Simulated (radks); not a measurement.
Values are calculated unless marked as measured or tabulated.
Question: Yb+, 69 electrons, occupied as [Xe] 4f14 5d1 (not the ground configuration). Code: a radial shooting solver on a logarithmic mesh with Libxc functionals. Model: Dirac Kohn-Sham, PBE, spin-unpolarised, spherical densities, point nucleus; open shells fill j = l - 1/2 first. Some entries of the table are withheld. Estimate them.

orbital,occ.,eigenvalue (eV),<r^2> (bohr^2)
1s1/2,2,-61174.07,0.0005298
2s1/2,2,-10362.30,0.008150
2p1/2,2,-9882.844,0.005860
2p3/2,4,-8835.716,0.007072
3s1/2,2,-2339.622,0.05358
3p1/2,2,-2128.315,0.04945
3p3/2,4,-1906.053,0.05619
3d3/2,4,-1546.946,(1)
3d5/2,6,-1498.393,(2)
4s1/2,2,-464.4913,0.2689
4p1/2,2,-379.0242,0.2799
4p3/2,4,-328.7149,0.3174
4d3/2,4,-188.2988,0.3559
4d5/2,6,-179.1401,0.3708
5s1/2,2,-59.9847,1.655
5p1/2,2,(3),2.151
5p3/2,4,(4),2.550
4f5/2,6,-8.9616,0.8444
4f7/2,8,-7.6455,0.9165
5d3/2,1,-5.7043,10.75
5d5/2,0,-5.4541,11.68

Answer: 
(1) 3d3/2 <r^2> (bohr^2): 0.04401
(2) 3d5/2 <r^2> (bohr^2): 0.04587
(3) 5p1/2 eigenvalue (eV): -37.0121
(4) 5p3/2 eigenvalue (eV): -30.9722
